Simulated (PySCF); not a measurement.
**How methods differ on the excitation energy of Ti²⁺**

Ti²⁺ [Ar] 3d2 (3F) → Ti²⁺ [Ar] 3d1 4p1 (high-spin determinant), as a difference of total energies. Computed with PySCF 2.14 in aug-cc-pwCVTZ, with the non-relativistic Hamiltonian (point nucleus). Correlated levels: valence: [Ar] frozen; valence and next inner shell: [Ne] frozen; nothing frozen. The calculations carry no spin-orbit coupling.

| method | excitation energy (eV) |
| --- | --- |
| UHF | 9.384 |
| LDA | 9.598 |
| PBE | 9.528 |
| PBE0 | 9.648 |
| r2SCAN | 9.858 |
| wB97X-V | 9.787 |
| wB97M-V | 9.753 |
| BP86 | 9.587 |
| MP2 (valence) | 9.465 |
| SCS-MP2 (valence) | 9.411 |
| MP2 (valence and next inner shell) | 9.625 |
| SCS-MP2 (valence and next inner shell) | 9.602 |
| MP2 (all electrons) | 9.636 |
| SCS-MP2 (all electrons) | 9.607 |

Task: How much does correlation contribute at MP2 (all electrons)?

Result: 9.636 − (9.384) = 0.252 eV, measured against UHF.

A first-order spin-orbit estimate (lowest level to lowest level, LS coupling) adds -0.016 eV.

The determinant of the upper state mixes LS terms, which raises its energy above the lowest term, most at the Hartree-Fock and MP2 levels.
